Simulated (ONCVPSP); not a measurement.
## Varying the ONCV potential for titanium

Base potential:

ONCVPSP 4.0.1 input, shortened (lines: element, Z, core and valence counts, functional; n l f; lmax; l rc ep ncon nbas qcut; lloc lpopt rc5 dvloc0; l nproj debl; icmod fcfact rcfact), revPBE, scalar-relativistic:

```
  Ti 22.00    3    4  -102130      upf
    1    0    2.00
    2    0    2.00
    2    1    6.00
    3    0    2.00
    3    1    6.00
    3    2    2.00
    4    0    2.00
    2
    0    1.60    0.00    4    8    9.30
    1    0.95    0.00    4    7    9.60
    2    2.25    0.00    4    9    5.60
    4    5    0.90    0.00
    0    2    2.60
    1    2    2.00
    2    2    3.20
    4    0.75    0.00
```

All-electron outer shells of the reference configuration (revPBE, scalar-relativistic, ld1.x):

```tsv
shell	level (eV)	outermost node (bohr)	outermost maximum (bohr)
2p	-444.22	–	0.22
3s	-62.70	0.40	0.87
3p	-38.88	0.37	0.90
4s	-4.43	1.24	2.96
3d	-4.21	–	0.98
```

Cutoffs, loose and tight: the cutoffs (Ha) at which the residual kinetic energy of the hardest occupied pseudo-wave falls to 1 and 0.1 mHa per electron. They do not see the model core or the augmentation charge, which bear on the density cutoff. Test errors are all-electron minus pseudo excitation energies from the reference, over the configurations 3s2 3p6 3d2 4s1; 3s2 3p6 3d2 4s0; 3s2 3p6 3d1 4s0; 3s2 3p6 3d2.5 4s1.5. A dash means not determined; rows that change the core or the reference have their own tests.

A true bound ghost makes a file unfit for plane-wave use even where its test errors are small: the radial tests pick states by their node count and pass the ghost by.

```tsv
change	outcome	cutoff, loose	cutoff, tight	bound ghosts	GHOST(+) flags above zero	largest test error (meV)
base	generated	38 Ha	68 Ha	none	none	+233
s: ncon 5, nbas 9	generated	38 Ha	68 Ha	none	s	+233
local potential polynomial inside 0.90 bohr (lpopt 5, dvloc0 2 Ha)	generated	38 Ha	68 Ha	none	none	+229
local potential polynomial inside 0.75 bohr (lpopt 5, dvloc0 4 Ha)	generated	38 Ha	68 Ha	none	s	+234
```

Task: What comes out with this change to the base: d: qcut 4.7?

Result: outcome: generated; cutoff, loose: 50 Ha; cutoff, tight: 68 Ha; bound ghosts: none; GHOST(+) flags above zero: d; largest test error (meV): +329.

Task: What comes out with this change to the base: s: qcut 12.4; p: qcut 12.8; d: qcut 7.4?

Result: outcome: generated; cutoff, loose: 45 Ha; cutoff, tight: 57 Ha; bound ghosts: s; GHOST(+) flags above zero: none; largest test error (meV): +136.
